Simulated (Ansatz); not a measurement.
Consider the ligand exchange at the Si–S bond: `[SiH3][S][GeH3]` + `NN` → `NN[SiH3]` + `[SH][GeH3]`.

Calculated with Ansatz (gas phase, PBE0-D4/def2-TZVP geometries, no zero-point term in ΔE). CCSD(T)/CBS adds triple-zeta CCSD(T) − MP2 to the extrapolated MP2 energy (def2 sets, frozen cores). This one scheme is used for every species. DFT in def2-TZVPP. B3LYP here is the variant with VWN-RPA as its local correlation; programs differ in this. For Ge outer-core shells are correlated without core-valence functions, which leaves a few kJ/mol of doubt a bond. Scalar relativity is left out up to krypton. Each species was taken in one conformer, which may not be the lowest.

`[SiH3][S][GeH3]`:

Z-matrix (Å, degrees):
```
Si
S 1 2.131
H 1 1.483 2 106.5
H 1 1.487 2 111.1 3 119.7
H 1 1.487 2 111.1 3 -119.7
Ge 2 2.227 1 98.2 3 -179.6
H 6 1.533 2 105.6 1 179.6
H 6 1.536 2 109.6 1 60.0
H 6 1.536 2 109.7 1 -60.8
```

`NN`:

Z-matrix (Å, degrees):
```
N
N 1 1.415
H 1 1.014 2 112.7
H 1 1.011 2 108.2 3 119.7
H 2 1.011 1 108.2 3 89.8
H 2 1.014 1 112.7 3 -29.9
```

`NN[SiH3]`:

Cartesian coordinates in Å:
```
N -1.464 0.434 0.533
N -0.186 -0.115 0.749
Si 0.994 -0.276 -0.483
H -1.396 1.348 0.100
H -2.004 -0.171 -0.075
H 0.013 -0.234 1.726
H 1.328 1.031 -1.125
H 0.505 -1.166 -1.574
H 2.210 -0.851 0.149
```

`[SH][GeH3]`:

```xyz
6

S     0.730   -1.423   -0.638
Ge   -0.126    0.541   -0.039
H     0.310   -2.064    0.465
H     0.498    1.017    1.282
H    -1.651    0.437    0.113
H     0.239    1.493   -1.183
```

```tsv
level	ΔE (eV)
PBE0-D4	0.28
ωB97X-V	0.21
B3LYP	0.15
CCSD/CBS(def2)	0.24
```

**Question.** What does CCSD(T)/CBS give? (Best estimate.)

**Answer.** Ansatz gave: +0.26 eV. The listed levels differ from it by 0.02, -0.05, -0.11, -0.02 eV.

**Question.** What do rigid-rotor, harmonic-oscillator terms from PBE0-D4/def2-TZVP frequencies (298.15 K, 1 bar) make of the CCSD(T)/CBS value? (Best estimate.)

**Answer.** Ansatz gave: ΔZPE = -0.10 eV, ΔH = +0.16 eV, ΔS = 7 J/(mol·K), ΔG = +0.14 eV. Modes under 50 cm⁻¹ make the entropy rough.

Largest T1 diagnostic among the species: 0.011.

At CCSD(T), def2-SVP lies −0.09 eV from the extrapolated value and def2-TZVPP −0.03 eV. The D4 term adds +0.04 eV with B3LYP and +0.02 eV with PBE0; it sums over pairs of atoms, weighted by their polarisabilities, and B3LYP, whose exchange is more repulsive, gets the larger term.
